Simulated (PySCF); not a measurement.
## How methods differ on the ionisation energy of Nd³⁷⁺

Nd³⁷⁺ [Ar] 3d5 (6S) → Nd³⁸⁺ [Ar] 3d4 (5D), as a difference of total energies. Computed with PySCF 2.14 in an uncontracted even-tempered set (16 s from 6.2 bohr⁻², ratio 2.5; 11 p from 8.1 bohr⁻², ratio 2.5; 8 d from 8.1 bohr⁻², ratio 2.5; 4 f from 32 bohr⁻², ratio 2.7; 3 g from 49 bohr⁻², ratio 2.7), with no relativity, point nucleus. Correlated levels: outer shells: [Ne] frozen; virtual orbitals above 40 to 60 times the deepest correlated orbital energy dropped. The calculations carry no spin-orbit coupling.

```tsv
method	ionisation energy (eV)
UHF	2652.8
LDA	2650.2
PBE	2649.7
BP86	2649.7
BLYP	2649.5
MP2 (outer shells)	2653.0
SCS-MP2 (outer shells)	2652.4
```

Question: Estimate what PBE0 gives.

Answer: 2651.0 eV, closest to LDA among the rows shown.

Question: Estimate what r2SCAN gives.

Answer: 2651.5 eV, closest to SCS-MP2 (outer shells) among the rows shown.

Spin-orbit coupling is strong in these open shells (close to jj coupling). The scalar numbers leave it out and a first-order estimate fails, so it can dominate the gap to the real levels.

The gap to the reference is mostly relativistic.

For comparison: 2627 ± 4 eV (theoretical estimate listed by NIST; NIST Atomic Spectra Database, ionization energies).
